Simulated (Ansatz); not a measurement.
C2H8OSeSi can be A, `CO[SiH](C)[SeH]`, or B, `CO[SiH2][Se]C`.

Gas-phase electronic energies from Ansatz, PBE0-D4/def2-TZVP geometries. CBS: MP2 limit from def2 TZ/QZ plus the TZ coupled-cluster correction, frozen cores. DFT in def2-TZVPP. B3LYP here is the variant with VWN-RPA as its local correlation; programs differ in this. For Se outer-core shells are correlated without core-valence functions, which leaves a few kJ/mol of doubt a bond. Scalar relativity is left out up to krypton. One conformer a species, not always the lowest.

Problem. Which isomer does CCSD(T)/CBS put lower? Give the gap. (Estimate.)

Solution. Computed: A, by 14.4 kcal/mol.

Problem. Give E(B) − E(A) in kcal/mol with MP2/def2-TZVPP, B3LYP-D4, B2PLYP, r2SCAN-D4, CCSD/def2-TZVPP, ωB97M-V, PBE-D4. (Best estimate.)

Solution. Computed: MP2/def2-TZVPP 14.0, B3LYP-D4 13.9, B2PLYP 14.0, r2SCAN-D4 15.2, CCSD/def2-TZVPP 14.2, ωB97M-V 15.0, PBE-D4 13.9. None reverses the order clearly.

Largest T1 diagnostic: 0.010.
